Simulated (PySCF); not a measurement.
Vertical excitations of a molecule CH7ClOSi3 from TDA-PBE/def2-SVPD run with PySCF, as energy in eV (oscillator strength): 4.44 (0.003), 4.54 (0.006), 4.95 (0.005), 5.10 (0.021), 5.20 (0.056), 5.58 (0.006), 5.62 (0.002), 5.65 (0.007), 5.71 (0.026), 5.80 (0.009). Lowest triplet (TDA): 3.91 eV. Geometry optimised at PBE-D3(BJ)/def2-SVP. The values are those of a single conformer.

Problem. Which structure fits?
A. [SiH3][Si@]1(Cl)OC[SiH2]1
B. C[Si]1(Cl)[SiH2]O[SiH2]1
C. O[Si]1(Cl)[SiH2]C[SiH2]1
D. O[C@H]1[SiH2][Si@@H](Cl)[SiH2]1

Solution. D, O[C@H]1[SiH2][Si@@H](Cl)[SiH2]1
